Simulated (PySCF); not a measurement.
# Electronic absorption of C5H7BCl2

C5H7BCl2.
Atom-mapped SMILES: `[Cl:1][B:2]([Cl:3])[CH:4]=[C:5]1[CH2:6][CH2:7][CH2:8]1` (hydrogens: H9 on C4; H10, H11 on C6; H12, H13 on C7; H14, H15 on C8)

Cartesian coordinates in Å at the PBE0-D3(BJ)/def2-SVP level; atoms count from 1:
```xyz
15
C5H7BCl2 angstrom
Cl     5.8770    0.7048    0.5609
B      4.1728    1.1298    0.4374
Cl     3.7589    2.8370    0.6028
C      3.1260    0.0438    0.1969
C      1.7988    0.2490    0.0836
C      0.6413   -0.6913   -0.1513
C     -0.3232    0.5180   -0.1048
C      0.8865    1.4519    0.1352
H      3.4732   -0.9928    0.1065
H      0.5063   -1.4434    0.6435
H      0.6890   -1.2298   -1.1122
H     -0.8672    0.7048   -1.0410
H     -1.0512    0.4909    0.7177
H      1.0842    2.2007   -0.6483
H      0.9021    1.9873    1.0979
```

Computed, not measured: PySCF 2.14.0, density-fitted response routines, TDDFT wB97X-D/def2-SVPD, vertical, gas phase, core orbitals frozen in the response.

What does the calculation give for the low-lying excited states?

| state | E (eV) | λ (nm) | ν̃ (cm⁻¹) | f | symmetry | main configurations (H = HOMO, L = LUMO) |
| --- | --- | --- | --- | --- | --- | --- |
| S1 | 5.34 | 232.0 | 43100 | 0.471 | A′ | H→L (98%) |
| S2 | 5.52 | 224.8 | 44490 | 0.0000 | – | H-1→L (78%), H-2→L (17%) |
| S3 | 5.83 | 212.6 | 47030 | 0.0000 | – | H-2→L (77%), H-1→L (17%) |
| S4 | 6.41 | 193.4 | 51700 | 0.0000 | – | H-4→L (86%) |
| S5 | 6.75 | 183.8 | 54410 | 0.094 | A′ | H-3→L (95%) |
| S6 | 6.96 | 178.0 | 56180 | 0.0002 | – | H-5→L (81%) |

The lowest singlet lies at 5.34 eV (232 nm, ultraviolet) and is strong; its leading configuration is HOMO→LUMO (98%). The lowest level is also the most intense of those listed (f = 0.471). Löwdin shares by element: HOMO carbon 65% or more, boron 7% (atoms not listed hold the other 28%); LUMO carbon 37% or more, boron 27%, chlorine 10% or more (atoms not listed hold the other 26%). Weighted by f, the mean energy of these states is 5.58 eV. The listed states span 1.62 eV, and the widest gap between neighbours is 0.58 eV (S3 to S4). The oscillator strengths of these states sum to 0.565; summed over the whole spectrum of an exact calculation they would give the number of electrons, 76 (Thomas–Reiche–Kuhn). Symmetry labels in Cs follow from the direction of the transition dipole and are given only for states with f of 0.002 or more. Singlets were solved by full linear response.
